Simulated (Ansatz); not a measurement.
The same path of BClFH$_{3}$O (7 atoms, charge 0, multiplicity 1) was run twice with different band settings. Lost on the way: B1–Cl2, O5–H7. Made: Cl2–H7.

Method: RKS B3LYP-D4/def2-SVP (Ansatz 0.2.0).

Relaxed end points:

```xyz
7
Properties=species:S:1:pos:R:3
B 0.050 -0.066 0.156
Cl -0.051 0.580 1.883
H 1.058 0.207 -0.442
F -1.125 -0.018 -0.527
O 0.171 -1.756 0.465
H -0.620 -2.152 0.059
H 0.053 -1.824 1.432
```

```xyz
7
Properties=species:S:1:pos:R:3
B -0.142 -0.376 -0.608
Cl 0.721 -0.383 3.249
H 0.444 0.637 -0.345
F -0.611 -0.595 -1.831
O -0.328 -1.311 0.354
H -0.812 -2.097 0.056
H 0.264 -0.905 2.150
```

Common settings: spring 5.0 eV/Å²; optimiser quadratic models (default); start path through a guess of the saddle point; force threshold 0.03 eV/Å; iteration limit 60; end points relaxed.

| run | movable images | climbing image |
| --- | --- | --- |
| 1 | 7 | yes |
| 2 | 8 | no |

Question: What does each run give, and how far can it be trusted?

Answer: Run 1: converged after 15 iterations, highest image 0.618 eV above the first end. A vibrational analysis at the climbing image gives one clearly imaginary mode, 1029i cm⁻¹: a first-order saddle point.
Run 2: converged after 16 iterations, highest image 0.617 eV above the first end. No image climbed, so the highest image needn't sit at the top of the path.
The orbitals stay closed-shell, which can raise the energy where a bond breaks towards radicals; this wasn't checked here.
